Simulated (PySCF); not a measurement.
C2H10OSi4.
Structure used (GFN2-xTB), in Å, numbered top down from 1:
```xyz
17
C2H10OSi4 angstrom
C      2.851    0.105    0.380
C      2.260   -0.195   -0.766
Si     0.492    0.270   -1.211
O     -0.040    1.349   -0.092
Si    -1.147    1.460    1.109
Si    -2.326   -0.516    0.805
Si    -1.056   -1.448   -0.935
H      2.339    0.685    1.131
H      3.860   -0.196    0.621
H      2.808   -0.777   -1.498
H      0.494    1.063   -2.446
H     -1.815    2.734    0.841
H     -0.354    1.589    2.336
H     -2.397   -1.341    2.023
H     -3.741   -0.291    0.464
H     -1.812   -1.741   -2.163
H     -0.423   -2.739   -0.610
```

The calculation used TDDFT PBE0/def2-SVPD, vertical, gas phase, core orbitals frozen in the response (PySCF 2.14.0, density-fitted response routines).

```tsv
state	λ (nm)	E (eV)	f	|μ| (D)	main configurations (H = HOMO, L = LUMO)
S1	238.4	5.20	0.0091	0.68	H→L (93%)
S2	218.5	5.68	0.084	1.97	H→L+1 (92%)
S3	210.6	5.89	0.132	2.43	H→L+2 (91%)
S4	209.0	5.93	0.0081	0.60	H-1→L (85%)
S5	204.0	6.08	0.013	0.75	H-1→L+1 (75%)
S6	201.3	6.16	0.0061	0.51	H-2→L+1 (33%), H→L+3 (20%), H-2→L (20%)
S7	198.4	6.25	0.016	0.83	H-2→L (69%), H-2→L+1 (21%)
S8	196.6	6.31	0.029	1.11	H→L+3 (50%), H-2→L+1 (30%)
```

Triplets (Tamm–Dancoff): T1 4.22 eV, H→L+1 (15%), H-1→L+3 (13%), H-1→L+1 (11%); T2 4.85 eV, H→L (77%), H→L+1 (13%); T3 4.97 eV, H→L+1 (57%), H-1→L+1 (12%), H→L (9%).

The lowest singlet lies at 5.20 eV (238 nm, ultraviolet) and is weak; its leading configuration is HOMO→LUMO (93%). The strongest level in the table is S3 at 5.89 eV (211 nm, f = 0.132). Löwdin shares by element: HOMO silicon 51% or more, carbon 11% or more (atoms not listed hold the other 38%); LUMO silicon 67% (atoms not listed hold the other 33%). Weighted by f, the mean energy of these states is 5.88 eV. Of the 8 states listed, 5 reach f = 0.01 and none stays under 0.0005. Orbital energies (eV): HOMO-3 -8.70, HOMO-2 -8.25, HOMO-1 -7.96, HOMO -7.43, LUMO -0.96, LUMO+1 -0.82, LUMO+2 -0.55. Only the lowest 8 singlets were computed, as vertical energies without vibronic structure.

One conformer stands for the species.
